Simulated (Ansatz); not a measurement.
Ansatz (a first-principles code) input (CCSD(T)/def2-SVPD):

Ansatz 0.2 input:
```yaml
crystal:
  periodic: [false, false, false]
  atoms:
    - {symbol: Si, position_ang: [-1.52844235, -0.59639633, 0.07234357]}
    - {symbol: Ge, position_ang: [0.72022193, 0.28693164, -0.03474156]}
    - {symbol: H, position_ang: [-2.25016024, -0.03933995, -1.14584848]}
    - {symbol: H, position_ang: [-2.24052846, 0.21391062, 1.14543090]}
    - {symbol: H, position_ang: [1.41590051, -0.63460543, -1.13725411]}
    - {symbol: H, position_ang: [1.42587937, -0.37222897, 1.23659161]}
basis:
  gaussian:
    orbitals: def2-SVPD
total_charge: -1
magnetization: {spin_polarized: true, initial_magnetization: 1}
correlation: {method: ccsd_t, electrons: outside_noble_gas}
output: {forces: true}
```

End of the output:

```
19 core orbitals not correlated
reference -64388.62738319 eV, -2366.2384121530 hartree; 7, 6 occupied and 68, 69 virtual orbitals, 917 factors
densities: 0.64 GiB planned
second order -5.66383282 eV of doubles, -0.00000000 eV of singles
coupled cluster: 0.44 GiB planned
cycle   1  -6.91219601 eV  change   -2.5e-1 eV  update   2.4e-2
cycle   2  -6.92136230 eV  change   -9.2e-3 eV  update   7.2e-3
cycle   3  -6.92464512 eV  change   -3.3e-3 eV  update   2.9e-3
cycle   4  -6.92608483 eV  change   -1.4e-3 eV  update   1.2e-3
cycle   5  -6.92652946 eV  change   -4.4e-4 eV  update   6.7e-4
cycle   6  -6.92681662 eV  change   -2.9e-4 eV  update   3.5e-4
cycle   7  -6.92688677 eV  change   -7.0e-5 eV  update   1.7e-4
cycle   8  -6.92684938 eV  change    3.7e-5 eV  update   8.7e-5
cycle   9  -6.92681786 eV  change    3.2e-5 eV  update   4.2e-5
cycle  10  -6.92681710 eV  change    7.6e-7 eV  update   1.8e-5
cycle  11  -6.92682080 eV  change   -3.7e-6 eV  update   7.8e-6
cycle  12  -6.92682223 eV  change   -1.4e-6 eV  update   3.3e-6
cycle  13  -6.92682199 eV  change    2.4e-7 eV  update   1.4e-6
cycle  14  -6.92682197 eV  change    2.0e-8 eV  update   6.6e-7
cycle  15  -6.92682203 eV  change   -5.9e-8 eV  update   2.9e-7
perturbative correction -0.25675596 eV, -0.0094356077 hartree
the calculation of the forces begins
Total energy: -64395.81096118 eV, -2366.5024037750 hartree
Atom 0 at    -1.528442    -0.596396     0.072344 Å, force    -0.033737    -0.059602     0.006730 eV/Å
Atom 1 at     0.720222     0.286932    -0.034742 Å, force     0.087090    -0.008761     0.000602 eV/Å
Atom 2 at    -2.250160    -0.039340    -1.145848 Å, force    -0.037504     0.014655    -0.059566 eV/Å
Atom 3 at    -2.240528     0.213911     1.145431 Å, force    -0.037021     0.027344     0.055238 eV/Å
Atom 4 at     1.415901    -0.634605    -1.137254 Å, force     0.010551     0.012252    -0.009915 eV/Å
Atom 5 at     1.425879    -0.372229     1.236592 Å, force     0.010621     0.014112     0.006912 eV/Å
Dipole moment:     0.311443     0.171182    -0.020230 e Å
```
